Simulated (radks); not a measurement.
Species: the bromine ion Br11+. Configuration: [Ar] 3d6.

Method: non-relativistic Kohn-Sham, LDA (Slater exchange, Perdew-Wang correlation), spin-unpolarised, spherical densities, point nucleus; computed with a radial shooting solver on a logarithmic mesh with Libxc functionals.

Energy parts (hartree):
total: -2520.48155
kinetic: 2518.69412
electron-nucleus: -5780.49730
Hartree: 819.70456
exchange-correlation: -78.38293

Orbitals (lengths in bohr, moments of r in powers of bohr; <r^-3> diverges for s and p1/2):
orbital  occ.  eigenvalue (hartree)  <r^-3>
1s          2             -490.7653       -
2s          2             -72.30485       -
2p          6             -66.29242    1266
3s          2             -17.87311       -
3p          6             -15.75471   209.2
3d          6             -12.02326   29.45

The highest occupied level is 3d at -327.17 eV. Summed over all electrons, <r^2> = 4.781 bohr^2, which gives a Langevin (diamagnetic) susceptibility term of -3.79 x 10^-6 cm^3/mol. For comparison, the ionisation energy in NIST's Atomic Spectra Database is 338 eV (theoretical). In exact Kohn-Sham theory the highest level is minus the ionisation energy, but local and semilocal functionals leave it too shallow, through self-interaction and a potential that decays too fast; potentials with the right tail come closer.

Beside tabulated values, note that spin-unpolarised runs miss the spin-polarisation part of the exchange energy of open shells.
